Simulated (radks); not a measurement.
Values are calculated unless marked as measured or tabulated.
Coulomb parameter of the 4d shell of the ruthenium ion Ru+ in the model configuration [Kr] 4d6 5s1, as a second difference U = [E(n + 1) + E(n - 1) - 2 E(n)] / (1)^2 with all orbitals relaxed. "Bare": the charge of the atom changes with n. "Screened": the 5s shell takes up the change at fixed total charge, which measures U(4d,4d) + U(5s,5s) - 2 U(4d,5s). Code: a radial shooting solver on a logarithmic mesh with Libxc functionals. Model: scalar-relativistic Kohn-Sham, SCAN, spin-unpolarised, spherical densities, finite nucleus; meta-GGA in the generalised Kohn-Sham scheme; Fermi nuclear charge, rms radius 4.4809 fm.

start: configuration [Kr] 4d6 5s1; E - E(n) (eV) 0.000
bare +1: configuration [Kr] 4d7 5s1; E - E(n) (eV) -10.231
bare -1: configuration [Kr] 4d5 5s1; E - E(n) (eV) 21.476
screened +1: configuration [Kr] 4d7; E - E(n) (eV) -3.099
screened -1: configuration [Kr] 4d5 5s2; E - E(n) (eV) 4.480

U(bare) = 11.245 eV, U(screened by 5s) = 1.382 eV, against the Slater integral F0(4d,4d) = 15.842 eV with frozen orbitals.
